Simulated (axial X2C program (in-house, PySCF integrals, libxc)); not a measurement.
## Nuclear properties of SeCN⁺

Computed with an axial X2C code built on PySCF integrals: two-component X2C with atomic mean-field Coulomb and Gaunt terms, Gaussian nuclei, basis Se dyall-v3z, C dyall-v3z, N dyall-av3z with contracted cores.

Se–C–N held linear, with bonds 1.748 and 1.183 Å (near the PBE0 minimum at charge 1 of the determinant lowest at the starting distance; the state shown can have its own minimum elsewhere, held linear; other orders of the atoms were not compared).

Determinant lowest in the PBE0 search, Ω = 1 (⟨Sz⟩ = 1.00, ⟨Lz⟩ = 0.00 at PBE0), spin on the atoms Se 0.81, C -0.18, N 0.36:

| level | Eeff magnitude (GV/cm) | Ws magnitude Se (kHz) | A∥/gI Se (MHz) | qzz Se (a.u.) | A∥/gI C (MHz) | qzz C (a.u.) | A∥/gI N (MHz) | qzz N (a.u.) |
| --- | --- | --- | --- | --- | --- | --- | --- | --- |
| PBE0 | 0.349 | 0.148 | -513 | 0.23 | -22.7 | -0.27 | -39.5 | -1.27 |
| HF | 1.21 | 0.515 | -328 | -0.19 | -77.6 | -0.29 | -14.3 | -1.28 |
| BHandHLYP | 0.406 | 0.172 | -420 | 0.34 | -28.9 | -0.32 | -31.2 | -1.36 |

Determinant 0.70 eV from it at PBE0 and this distance, Ω = 0 (closed shell), highest spinor 63% Se p, 24% N p, 9% C d:

```
    level  qzz Se (a.u.)  qzz C (a.u.)  qzz N (a.u.)
     PBE0           0.58         -0.29         -1.32
       HF           0.12         -0.33         -1.49
BHandHLYP           0.52         -0.32         -1.42
```

Eeff is the effective electric field on the electron electric dipole moment in this Ω state and Ws the scalar–pseudoscalar constant of the nucleus named (defined with the proton number Z and per Ω); A∥ (defined per Ω) follows by multiplying with gI = μI/(I μN); qzz is the electric field gradient, eQq0 = 234.96 MHz × Q/barn × qzz. The operators were transformed with the bare-nucleus X2C matrices; with these basis sets, hyperfine constants and field gradients can be off by tens of per cent, and where levels differ in sign neither size nor sign is settled.

Problem. With gI(77Se) = 1.0701, Q(14N) = 0.02044 barn (g factors from the IAEA table of nuclear moments by Stone; Q from Pyykkö, Mol. Phys. 2018), turn the PBE0 values of the first state into constants in MHz.

Solution. A∥(77Se) = -513 × 1.0701 = -549 MHz; eQq0(14N) = 234.96 × (0.02044) × (-1.27) = -6.1 MHz.

The molecule was held linear; bending was not examined, so a bent shape may lie lower.

Each state is one determinant with collinear spin, which with several unpaired electrons need not be a pure state. Unrestricted Hartree–Fock can overshoot spin polarisation at the nuclei. A closed determinant beside an open π² or δ² triplet, such as (π1/2)², mixes with its partner pair into the 0⁺ component of the triplet and ¹Σ⁺, so its energy is not that of a level, and 0⁺ can lie lowest. With several open shells hyperfine constants can be off by a factor of several. Where Eeff spreads by more than a factor of two the levels disagree and none is to be relied on. Open-shell Ω = 0 determinants with evenly filled partner blocks cannot be reached by this program, so the Ω shown need not be the lowest component. The search compared states at one distance, so a state with another bond length can lie lower. Where a field gradient or hyperfine factor spreads by more than a factor of two over the levels, a constant derived from it is not to be relied on. PBE0 term energies can be off by some tenths of an eV.
